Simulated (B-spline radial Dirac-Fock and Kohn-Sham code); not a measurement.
## K-line shifts caused by a second vacancy in Ca²⁺

System: Ca²⁺, 1s2 2s2 2p6 3s2 3p6.

The run's input, task.json:

```json
{"items": [{
  "Z": 20,
  "q": 2,
  "cfg": [[1, 0, 2], [2, 0, 2], [2, 1, 6], [3, 0, 2], [3, 1, 6]],
  "A": 40,
  "rrms": 3.4776,
  "do": ["binding", "quiet", "double"]
}]}
```

Launch: `python xray_run.py task.json out`

Method: Dirac-Fock energy differences between relaxed states, corrected for Breit and QED terms. Computed with a radial finite-basis atomic code. Each two-hole energy is an average over J within one jj subconfiguration, not an observable level; in light atoms, where LS coupling holds, the j-resolved values are not observed lines, and for a K spectator the Kα1 hypersatellite is nearly forbidden. No correlation.

Lines without a spectator: Kα2 (K-L2) 3687.2 eV, Kα1 (K-L3) 3690.8 eV, Kβ3 (K-M2) 4014.7 eV, Kβ1 (K-M3) 4015.1 eV. Shifts in eV with one spectator hole (a dash: not computed, or left out as unreliable):

```csv
spectator hole,Kα2,Kα1,Kβ3,Kβ1
K (1s),+204.7,+205.5,+255.6,+255.7
L2 (2p1/2),+16.37,+20.28,–,+52.0
L3 (2p3/2),+19.43,+18.40,+51.1,–
M2 (3p1/2),–,+1.01,+4.71,+5.82
M3 (3p3/2),+0.94,–,+5.67,+5.35
```

With n spectator holes in 2p, averaged over the 2p shell (energies in eV):

| n | KαLⁿ | step | hypersatellite KαʰLⁿ |
| --- | --- | --- | --- |
| 0 | 3689.6 | – | 3894.8 |
| 1 | 3708.6 | +19.0 | 3915.3 |
| 2 | 3729.1 | +20.4 | 3937.0 |
| 3 | 3750.8 | +21.8 | 3960.2 |
| 4 | 3774.0 | +23.2 | 3984.7 |
| 5 | 3798.5 | +24.5 | 4010.5 |
